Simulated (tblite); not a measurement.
Compound: C3H10NOSi2 (doublet state).
Numbering: `[O:1][CH2:2][NH:3][SiH:4]1[CH2:5][SiH2:6][CH2:7]1` (hydrogens: H8, H9 on C2; H10 on N3; H11 on Si4; H12, H13 on C5; H14, H15 on Si6; H16, H17 on C7)

Computed with GFN2-xTB (tblite), gas phase: L-BFGS steps from a force-field or distance-geometry start until the largest atomic force falls under 0.01 eV/Å.

Step 44: E = -594.9972 eV
```
atom  x, y, z in Å  |  force x, y, z in eV/Å
O1     -3.2772   -1.5052    0.5325    0.226   0.223   0.025
C2     -2.3792   -0.6058    0.3135   -0.160   0.051   0.042
N3     -1.5694   -0.7728   -0.8652    0.012  -0.027  -0.013
Si4     0.0297   -0.2112   -1.2123   -0.033   0.168  -0.017
C5      0.4954    1.5210   -0.5029   -0.084  -0.070  -0.016
Si6     2.1031    0.8352    0.2967   -0.066  -0.021  -0.004
C7      1.5262   -0.9212   -0.2355    0.054   0.010   0.072
H8     -2.8642    0.4159    0.1986    0.079  -0.113   0.028
H9     -1.6974   -0.4102    1.1861   -0.054  -0.104  -0.120
H10    -1.9881   -1.4742   -1.4614    0.094   0.013   0.010
H11     0.1669   -0.3647   -2.6625   -0.050   0.015   0.017
H12     0.6354    2.3013   -1.2494   -0.004  -0.104   0.051
H13    -0.2085    1.9212    0.2265    0.014  -0.054  -0.073
H14     3.3287    1.2773   -0.3667    0.011  -0.003  -0.007
H15     2.1972    1.0514    1.7424    0.012  -0.017  -0.002
H16     1.2598   -1.5666    0.5988   -0.016   0.007  -0.023
H17     2.2346   -1.4793   -0.8433   -0.034   0.026   0.033
```

Step 45: E = -595.0007 eV
```
atom  x, y, z in Å  |  force x, y, z in eV/Å
O1     -3.2778   -1.4922    0.5304    0.020  -0.024   0.092
C2     -2.3752   -0.6067    0.3118   -0.029   0.172   0.002
N3     -1.5705   -0.7754   -0.8681    0.066  -0.017  -0.033
Si4     0.0269   -0.2109   -1.2148   -0.026   0.136   0.014
C5      0.4914    1.5164   -0.5008   -0.053  -0.036  -0.010
Si6     2.1028    0.8328    0.2997   -0.120   0.027  -0.010
C7      1.5215   -0.9191   -0.2330    0.042   0.038   0.052
H8     -2.8500    0.4157    0.2045    0.032   0.020  -0.018
H9     -1.6926   -0.4098    1.1820    0.007  -0.125  -0.076
H10    -1.9825   -1.4804   -1.4637    0.060   0.004   0.018
H11     0.1556   -0.3655   -2.6654   -0.030   0.017   0.013
H12     0.6338    2.2926   -1.2493    0.013  -0.062   0.020
H13    -0.2145    1.9237    0.2222    0.016  -0.070  -0.050
H14     3.3289    1.2796   -0.3590    0.012  -0.006  -0.023
H15     2.2018    1.0518    1.7433    0.003  -0.016   0.026
H16     1.2631   -1.5704    0.5964   -0.061  -0.015   0.034
H17     2.2303   -1.4701   -0.8403    0.049  -0.040  -0.051
```

Step 46: E = -595.0034 eV
```
atom  x, y, z in Å  |  force x, y, z in eV/Å
O1     -3.2918   -1.4747    0.5279    0.048   0.004   0.071
C2     -2.3748   -0.6021    0.3139   -0.023   0.150   0.008
N3     -1.5675   -0.7799   -0.8639    0.039  -0.008  -0.004
Si4     0.0265   -0.2106   -1.2169   -0.023   0.054   0.027
C5      0.4873    1.5136   -0.5047   -0.012  -0.007   0.008
Si6     2.0972    0.8329    0.3039   -0.102   0.042   0.002
C7      1.5250   -0.9185   -0.2367    0.035   0.008   0.029
H8     -2.8302    0.4291    0.2105    0.033   0.011  -0.013
H9     -1.6899   -0.4243    1.1866   -0.001  -0.112  -0.073
H10    -1.9811   -1.4859   -1.4561    0.053  -0.014  -0.003
H11     0.1534   -0.3738   -2.6660   -0.030   0.023   0.000
H12     0.6338    2.2868   -1.2541    0.024  -0.038  -0.005
H13    -0.2203    1.9256    0.2124   -0.008  -0.067  -0.021
H14     3.3272    1.2862   -0.3456   -0.006  -0.011  -0.016
H15     2.1876    1.0486    1.7495   -0.002  -0.017   0.009
H16     1.2745   -1.5814    0.5866   -0.066   0.008   0.023
H17     2.2361   -1.4596   -0.8515    0.040  -0.026  -0.041
```

Step 47: E = -595.0075 eV
```
atom  x, y, z in Å  |  force x, y, z in eV/Å
O1     -3.3264   -1.4273    0.5218    0.134   0.101   0.014
C2     -2.3735   -0.5878    0.3190   -0.024   0.041   0.022
N3     -1.5594   -0.7921   -0.8520   -0.025   0.026   0.052
Si4     0.0253   -0.2111   -1.2215   -0.002  -0.121   0.033
C5      0.4776    1.5078   -0.5141    0.045   0.050   0.032
Si6     2.0803    0.8340    0.3159   -0.031   0.052   0.019
C7      1.5339   -0.9174   -0.2467    0.024  -0.058  -0.010
H8     -2.7760    0.4646    0.2270    0.029  -0.014   0.001
H9     -1.6828   -0.4646    1.1966   -0.023  -0.065  -0.052
H10    -1.9756   -1.5014   -1.4356    0.029  -0.059  -0.050
H11     0.1480   -0.3957   -2.6679   -0.034   0.040  -0.012
H12     0.6336    2.2726   -1.2678    0.054   0.011  -0.050
H13    -0.2366    1.9301    0.1868   -0.055  -0.055   0.042
H14     3.3201    1.3025   -0.3104   -0.050  -0.020   0.002
H15     2.1507    1.0400    1.7657   -0.016  -0.018  -0.022
H16     1.3032   -1.6100    0.5605   -0.070   0.075  -0.018
H17     2.2505   -1.4321   -0.8813    0.014   0.015  -0.002
```

**Question.** Estimate the geometry and energy of step 48. (The exact step hangs on the optimiser's Hessian estimate; all steps are aligned on step 47, rigid shifts and turns removed.)

**Answer.** E = -595.0090 eV, largest force 0.141 eV/Å
```
atom  x, y, z in Å  |  force x, y, z in eV/Å
O1     -3.3247   -1.4213    0.5231    0.028   0.027   0.015
C2     -2.3730   -0.5835    0.3184    0.040  -0.004   0.002
N3     -1.5582   -0.7917   -0.8513   -0.027   0.028   0.027
Si4     0.0251   -0.2103   -1.2217    0.020  -0.137   0.026
C5      0.4764    1.5078   -0.5143    0.042   0.044   0.019
Si6     2.0766    0.8344    0.3175   -0.001   0.039   0.019
C7      1.5337   -0.9176   -0.2466    0.008  -0.032  -0.032
H8     -2.7694    0.4671    0.2288    0.006   0.062  -0.005
H9     -1.6824   -0.4712    1.1943    0.028  -0.028   0.002
H10    -1.9711   -1.5041   -1.4331    0.019  -0.064  -0.048
H11     0.1478   -0.3966   -2.6679   -0.033   0.042  -0.015
H12     0.6333    2.2711   -1.2687    0.056   0.024  -0.052
H13    -0.2395    1.9290    0.1844   -0.068  -0.038   0.057
H14     3.3167    1.3019   -0.3089   -0.048  -0.017   0.002
H15     2.1489    1.0387    1.7669   -0.020  -0.016  -0.015
H16     1.3030   -1.6116    0.5582   -0.073   0.060   0.001
H17     2.2499   -1.4301   -0.8830    0.024   0.013  -0.002
```

The energy changes by -0.0015 eV. The first-order estimate −F·Δx gives -0.0022 eV and the mean of the old and new forces, exact on a quadratic surface, -0.0015 eV. The step makes an angle of 67° with the force vector and moves no atom by more than 0.007 Å.

What follows is the cost of the whole relaxation. Hardware: an AMD EPYC 9B45 with one thread, no GPU, on a shared host. Cost: 0.71 s.
